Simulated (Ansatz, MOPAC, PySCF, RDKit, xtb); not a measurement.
Complex: CH4O (SMILES CO) (first 6 atoms) with CH2F2 (SMILES FCF); geometry from B3LYP-D3(BJ)/def2-TZVP, rigid monomers moved along the line of their centres of mass till O2···H11 is 2.62 Å.
(charge 0, multiplicity 1):
```tsv
atom	x (Å)	y (Å)	z (Å)
C	0.3873	-0.5809	0.4249
O	0.2626	0.7548	0.9094
H	-0.2698	-0.7641	-0.4311
H	0.0922	-1.2381	1.2403
H	1.4182	-0.8170	0.1429
H	0.5396	1.3643	0.2184
F	0.0094	-1.1082	4.2113
C	0.2703	0.2103	4.4735
F	1.4111	0.2761	5.2208
H	-0.5547	0.6091	5.0663
H	0.4285	0.7245	3.5268
```

```json
[
 {"level": "UFF", "interaction energy (kcal/mol)": "-0.54"},
 {"level": "GFN-FF", "interaction energy (kcal/mol)": "-2.77"},
 {"level": "PM3", "interaction energy (kcal/mol)": "-1.27"},
 {"level": "PM6", "interaction energy (kcal/mol)": "-2.01"},
 {"level": "GFN2-xTB", "interaction energy (kcal/mol)": "-3.20"},
 {"level": "HF/STO-3G (no counterpoise)", "interaction energy (kcal/mol)": "-1.27"},
 {"level": "HF/3-21G (no counterpoise)", "interaction energy (kcal/mol)": "-5.40"},
 {"level": "HF/6-31G*", "interaction energy (kcal/mol)": "-2.18"},
 {"level": "BP86/6-31G* (no counterpoise)", "interaction energy (kcal/mol)": "-2.68"},
 {"level": "r2SCAN-D3(BJ)/def2-TZVPPD", "interaction energy (kcal/mol)": "-2.60"},
 {"level": "B3LYP/3-21G (no counterpoise)", "interaction energy (kcal/mol)": "-5.79"},
 {"level": "B3LYP/6-31G*", "interaction energy (kcal/mol)": "-1.93"},
 {"level": "B3LYP/6-311+G** (no counterpoise)", "interaction energy (kcal/mol)": "-2.64"},
 {"level": "B3LYP/def2-TZVPPD", "interaction energy (kcal/mol)": "-1.95"},
 {"level": "M06-2X/6-31G* (no counterpoise)", "interaction energy (kcal/mol)": "-3.77"},
 {"level": "wB97X-V/def2-TZVPPD", "interaction energy (kcal/mol)": "-2.92"},
 {"level": "wB97M-V/def2-TZVPPD", "interaction energy (kcal/mol)": "-2.80"},
 {"level": "MP2/aug-cc-pVDZ", "interaction energy (kcal/mol)": "-2.67"},
 {"level": "SCS-MP2/aug-cc-pVDZ", "interaction energy (kcal/mol)": "-2.44"},
 {"level": "CCSD(T)/aug-cc-pVDZ", "interaction energy (kcal/mol)": "-2.71"}
]
```

The rows run from -5.79 (B3LYP/3-21G (no counterpoise)) to -0.54 kcal/mol (UFF). The 3 functionals in def2-TZVPPD without D3 or D4 span 0.97, from wB97X-V to B3LYP.

Interaction energies are E(AB) − E(A) − E(B) at the monomers' geometry in the complex; basis-set methods are counterpoise corrected. Rows marked so take none. RDKit's UFF carries no charges.

Cores are frozen in the correlated methods. Rows in 3-21G, 6-311+G**, 6-31G*, STO-3G carry no dispersion term and start afresh at each structure (6-31G* with six Cartesian d functions). The state that PM3, PM6 reach isn't checked.

Codes used: Ansatz (an electronic-structure program) with Gaussian orbitals; MOPAC for PM3, PM6 (differences of heats of formation); PySCF for 3-21G rows, 6-311+G** rows, 6-31G* rows, STO-3G rows, the dispersion terms; RDKit for the force fields; xtb for the GFN methods. Values without a source in brackets are computed.
